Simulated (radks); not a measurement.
The numbers below are computed, except where a source is named.
Ionisation ladder of scandium, from Sc12+ to Sc15+. Each ion is in the ground configuration listed by NIST, and IE = E(next ion) - E(this ion). Code: a radial shooting solver on a logarithmic mesh with Libxc functionals. Model: scalar-relativistic Kohn-Sham, BLYP, spin-polarised, spherical densities, point nucleus; open shells are filled with parallel spins first.

species	configuration	E (hartree)	IE, Delta-SCF (eV)	IE, NIST (eV)	kind	error (eV)
Sc12+	[He] 2s2 2p5	-692.25020	758.87	758	semi-emp.	+1.2
Sc13+	[He] 2s2 2p4	-664.36222	830.61	833	semi-emp.	-2.6
Sc14+	[He] 2s2 2p3	-633.83799	931.21	927	semi-emp.	+4.7
Sc15+	[He] 2s2 2p2	-599.61654	1011.3	1008.6	semi-emp.	+2.7

Reference values: NIST Atomic Spectra Database (exp. = measured, semi-emp. = semi-empirical, theory = theoretical value adopted there). Errors are taken from the NIST values before rounding. The ionisation energy per charge of the ion left behind rises most, in proportion, at Sc14+ ([He] 2s2 2p3), from 59.329 to 62.081 eV. Against the entries that are not theoretical the mean signed error is +0.2 % and the largest +0.5 %. Open shells are spherical and high-spin; term and fine-structure splittings are not resolved.
